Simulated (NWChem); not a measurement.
Program: NWChem. System: C2H5O, charge 1, spin multiplicity 1, at the geometry of a parent with another charge or spin, in a state set for the comparison that need not be this species' ground state. Level: RHF/def2-TZVP.

Input file:

```
start mol
memory heap 200 mb stack 900 mb global 1100 mb
charge 1
geometry units angstroms nocenter noautoz noautosym
  C      1.241043     0.239565     0.049622
  C     -0.041892    -0.502927     0.168790
  O     -1.164716     0.237775    -0.268812
  H      1.383891     0.922243    -0.793547
  H      2.105445    -0.021666     0.666134
  H     -0.024055    -1.412717    -0.468200
  H     -0.168523    -0.877421     1.208275
  H     -1.173934     1.067542     0.227354
end
basis spherical
  * library def2-tzvp
end
scf
  rhf
  nopen 0
  maxiter 100
  thresh 1e-7
  semidirect memsize 60000000 filesize 0
end
task scf energy
```

NWChem printed:

```
             Northwest Computational Chemistry Package (NWChem) 7.3.0
             --------------------------------------------------------

                                NWChem Input Module
                                -------------------

 Scaling coordinates for geometry "geometry" by  1.889725989
 (inverse scale =  0.529177249)

                             Geometry "geometry" -> ""
                             -------------------------

 Output coordinates in angstroms (scale by  1.889725989 to convert to a.u.)

  No.       Tag          Charge          X              Y              Z
 ---- ---------------- ---------- -------------- -------------- --------------
    1 C                    6.0000     1.24104300     0.23956500     0.04962200
    2 C                    6.0000    -0.04189200    -0.50292700     0.16879000
    3 O                    8.0000    -1.16471600     0.23777500    -0.26881200
    4 H                    1.0000     1.38389100     0.92224300    -0.79354700
    5 H                    1.0000     2.10544500    -0.02166600     0.66613400
    6 H                    1.0000    -0.02405500    -1.41271700    -0.46820000
    7 H                    1.0000    -0.16852300    -0.87742100     1.20827500
    8 H                    1.0000    -1.17393400     1.06754200     0.22735400

 Effective nuclear repulsion energy (a.u.)      74.8319882145

            Nuclear Dipole moment (a.u.)
            ----------------------------
        X                 Y               Z
 ---------------- ---------------- ----------------
     0.0000037795     0.0000170075    -0.0000151178


 Summary of "ao basis" -> "" (spherical)
 ------------------------------------------------------------------------------
       Tag                 Description            Shells   Functions and Types
 ---------------- ------------------------------  ------  ---------------------
 *                         def2-tzvp                  on all atoms

 Summary of "ao basis" -> "ao basis" (spherical)
 ------------------------------------------------------------------------------
       Tag                 Description            Shells   Functions and Types
 ---------------- ------------------------------  ------  ---------------------
 C                         def2-tzvp                11       31   5s3p2d1f
 O                         def2-tzvp                11       31   5s3p2d1f
 H                         def2-tzvp                 4        6   3s1p

                                 NWChem SCF Module
                                 -----------------

  ao basis        = "ao basis"
  functions       =   123
  atoms           =     8
  closed shells   =    12
  open shells     =     0
  charge          =   1.00
  wavefunction    = RHF
  use symmetry    = F
  symmetry adapt  = F

 Summary of "ao basis" -> "ao basis" (spherical)
 ------------------------------------------------------------------------------
       Tag                 Description            Shells   Functions and Types
 ---------------- ------------------------------  ------  ---------------------
 C                         def2-tzvp                11       31   5s3p2d1f
 O                         def2-tzvp                11       31   5s3p2d1f
 H                         def2-tzvp                 4        6   3s1p

 Forming initial guess at       0.1s

      Superposition of Atomic Density Guess
      -------------------------------------

 Sum of atomic energies:        -152.62600966

 Renormalizing density from      25.00 to     24

      Non-variational initial energy
      ------------------------------

 Total energy =    -149.701112
 1-e energy   =    -340.098963
 2-e energy   =     115.565863
 HOMO         =      -0.750810
 LUMO         =      -0.482459

 Starting SCF solution at       5.5s

 ----------------------------------------------
         Quadratically convergent ROHF

 Convergence threshold     :          1.000E-07
 Maximum no. of iterations :          100
 Final Fock-matrix accuracy:          1.000E-09
 ----------------------------------------------

              iter       energy          gnorm     gmax       time
             ----- ------------------- --------- --------- --------
                 1     -152.9991868701  2.09D+00  3.89D-01      6.2
                 2     -153.1860926355  4.23D-01  6.35D-02      7.0
                 3     -153.2040985399  1.83D-02  7.54D-03      9.5
                 4     -153.2041719072  2.83D-04  5.96D-05     12.9
                 5     -153.2041719203  7.60D-08  2.41D-08     17.2

       Final RHF  results
       ------------------

         Total SCF energy =   -153.204171920286
      One-electron energy =   -350.155688007464
      Two-electron energy =    122.119527872686
 Nuclear repulsion energy =     74.831988214493

        Time for solution =     11.7s

             Final eigenvalues
             -----------------

              1
    1  -20.7818
    2  -11.6417
    3  -11.5421
    4   -1.5887
    5   -1.3025
    6   -1.1091
    7   -0.9506
    8   -0.9233
    9   -0.8546
   10   -0.8328
   11   -0.7423
   12   -0.6887
   13   -0.2524
   14   -0.0532
   15   -0.0226
   16   -0.0112
   17    0.0005
   18    0.0272
   19    0.0597
   20    0.0669
   21    0.1083
   22    0.1510

                       ROHF Final Molecular Orbital Analysis
                       -------------------------------------

 Vector   10  Occ=2.000000D+00  E=-8.328441D-01
              MO Center= -2.9D-01, -3.1D-01, -1.1D-01, r^2= 1.8D+00
   Bfn.  Coefficient  Atom+Function         Bfn.  Coefficient  Atom+Function
  ----- ------------  ---------------      ----- ------------  ---------------
    38      0.258186  2 C  py                41      0.227858  2 C  py
    68      0.208083  3 O  px                71      0.191315  3 O  px
   107     -0.183925  6 H  s

 Vector   11  Occ=2.000000D+00  E=-7.423313D-01
              MO Center= -6.8D-01, -5.6D-02, -1.4D-01, r^2= 1.8D+00
   Bfn.  Coefficient  Atom+Function         Bfn.  Coefficient  Atom+Function
  ----- ------------  ---------------      ----- ------------  ---------------
    68      0.264656  3 O  px                71      0.238872  3 O  px
    69      0.164078  3 O  py                70      0.156057  3 O  pz
    39     -0.152818  2 C  pz                66     -0.152485  3 O  s

 Vector   12  Occ=2.000000D+00  E=-6.886713D-01
              MO Center= -7.9D-01,  4.8D-02, -5.1D-02, r^2= 1.5D+00
   Bfn.  Coefficient  Atom+Function         Bfn.  Coefficient  Atom+Function
  ----- ------------  ---------------      ----- ------------  ---------------
    70      0.333634  3 O  pz                73      0.301653  3 O  pz
    76      0.203985  3 O  pz                68     -0.189362  3 O  px
    71     -0.174149  3 O  px               113     -0.168725  7 H  s
    69     -0.161253  3 O  py

 Vector   13  Occ=0.000000D+00  E=-2.524219D-01
              MO Center=  1.1D+00,  2.2D-01,  8.9D-02, r^2= 2.0D+00
   Bfn.  Coefficient  Atom+Function         Bfn.  Coefficient  Atom+Function
  ----- ------------  ---------------      ----- ------------  ---------------
    13      0.343309  1 C  py                14      0.299109  1 C  pz
    10      0.265630  1 C  py                 7      0.247424  1 C  py
    11      0.229191  1 C  pz                 8      0.214992  1 C  pz
     5      0.161529  1 C  s

 Vector   14  Occ=0.000000D+00  E=-5.318374D-02
              MO Center=  9.8D-01,  7.8D-02,  4.3D-01, r^2= 6.4D+00
   Bfn.  Coefficient  Atom+Function         Bfn.  Coefficient  Atom+Function
  ----- ------------  ---------------      ----- ------------  ---------------
    36      2.857316  2 C  s                102     -1.376375  5 H  s
   114     -1.296865  7 H  s                108     -1.118836  6 H  s
    96     -1.077492  4 H  s                 12      0.691604  1 C  px
   120     -0.692240  8 H  s                  4      0.566653  1 C  s
     5      0.420412  1 C  s                 13      0.405881  1 C  py

 Vector   15  Occ=0.000000D+00  E=-2.262723D-02
              MO Center=  7.1D-01,  4.4D-01,  1.2D-01, r^2= 6.9D+00
   Bfn.  Coefficient  Atom+Function         Bfn.  Coefficient  Atom+Function
  ----- ------------  ---------------      ----- ------------  ---------------
    36     -3.879360  2 C  s                  5      3.859193  1 C  s
    96     -1.618180  4 H  s                114      1.334712  7 H  s
   102     -1.065776  5 H  s                108      1.053569  6 H  s
    43     -0.938079  2 C  px               120      0.725565  8 H  s
    12     -0.581615  1 C  px                13     -0.504193  1 C  py

 center of mass
 --------------
 x =  -0.08813233 y =   0.01335685 z =  -0.03491633

 moments of inertia (a.u.)
 ------------------
          49.129091148627           1.548783029327         -19.523131071723
           1.548783029327         186.614445969536          10.005536073231
         -19.523131071723          10.005536073231         204.760488440250

  Mulliken analysis of the total density
  --------------------------------------

    Atom       Charge   Shell Charges
 -----------   ------   -------------------------------------------------------
    1 C    6     5.86   0.86  1.12  0.57  0.74  0.07  1.08  1.14  0.21  0.02  0.06  0.00
    2 C    6     6.02   0.85  1.12  0.48  0.65  0.05  1.21  1.30  0.19  0.03  0.12  0.01
    3 O    8     8.44   0.79  1.18  0.57  0.96  0.31  1.84  2.04  0.72  0.00  0.03  0.00
    4 H    1     0.73   0.25  0.42  0.03  0.02
    5 H    1     0.74   0.25  0.43  0.03  0.02
    6 H    1     0.76   0.24  0.45  0.05  0.02
    7 H    1     0.80   0.25  0.46  0.06  0.02
    8 H    1     0.65   0.24  0.34  0.02  0.05

       Multipole analysis of the density wrt the origin
       ------------------------------------------------

     L   x y z        total         open         nuclear
     -   - - -        -----         ----         -------
     0   0 0 0      1.000000      0.000000     25.000000

     1   1 0 0      2.126113      0.000000      0.000004
     1   0 1 0      0.326694      0.000000      0.000017
     1   0 0 1      0.571134      0.000000     -0.000015

     2   2 0 0     -7.584740      0.000000     99.487407
     2   1 1 0      0.140503      0.000000     -0.521220
     2   1 0 1     -0.852761      0.000000      9.559230
     2   0 2 0     -8.814036      0.000000     25.249359
     2   0 1 1      0.414809      0.000000     -6.612325
     2   0 0 2    -11.451000      0.000000     12.741823

 Task  times  cpu:       17.2s     wall:       17.2s

 Total times  cpu:       17.2s     wall:       17.2s
```
